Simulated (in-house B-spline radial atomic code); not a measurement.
Removing one electron from the thallium ion Tl³⁺

Closed shell [Xe] 4f14 5d10. Computed with an all-electron radial atomic-structure program (B-spline basis): Koopmans values of Dirac-Hartree-Fock plus a diagonal self-energy, in second order or with its direct term screened (direct RPA, with the hole-particle interaction, or full time-dependent Hartree-Fock), linearised in energy; no-pair Dirac-Coulomb Hamiltonian, finite nucleus. Shifts add to the Koopmans value (the ΔSCF shift is orbital relaxation alone); the final value takes TDHF screening with Breit and QED.

Command:
```bash
python run_mb.py task.json out
```
Settings (nuclear radius in fm, box in bohr, cutoff in hartree):
```
basis_form          2
Z                   81
core_configuration  [Xe] 4f14 5d10
rms_radius          5.4759
mass_number         205
speed_of_light      137.036
box_radius          13.958
lmax                7
intervals           62
virtual_cutoff      26244.0
```

Time taken, with all properties: 6.6 min on 1 thread of Arm Neoverse N1 (shared host).

Energies in eV:

```tsv
subshell	Koopmans	ΔSCF shift	second order	direct RPA	hole-particle	TDHF	Breit + QED	final
5d5/2	50.62	-1.356	?	?	?	?	?	?
5d3/2	53.08	-1.514	-0.366	0.186	-0.087	-0.087	-0.011	52.98
```

(1) What does the self-energy do to 5d5/2?

Results:

(1) It shifts the removal energy by -0.257 eV in second order, 0.241 with direct RPA, -0.003 with the hole-particle term and 0.002 with TDHF screening (quasi-particle weight 0.957); Breit and QED add 0.023 eV. The final value is 50.65 eV, against 51.14 ± 0.04 eV (NIST, measured).
